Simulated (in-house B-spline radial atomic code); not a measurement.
A fraction x of an electron is removed from 1s in C⁴⁺, starting from 1s2 and keeping the highest spin. Level of theory: non-relativistic PW91, spin-polarised, spherical fractional occupations, point nucleus; calculated with a radial B-spline atomic code at the basis-set limit.

```
   x  E(x) - E(0) (eV)  1s down level (eV)
   0            0.0000            -357.978
0.02            7.1743            -359.453
0.24           88.0264            -375.499
0.35          129.7633            -383.325
0.46          172.3501            -390.936
 0.5          188.0415            -393.630
0.61          231.7372            -400.760
0.66          251.8523            -403.821
0.81          313.0544            -411.834
0.96          375.1619            -414.040
```
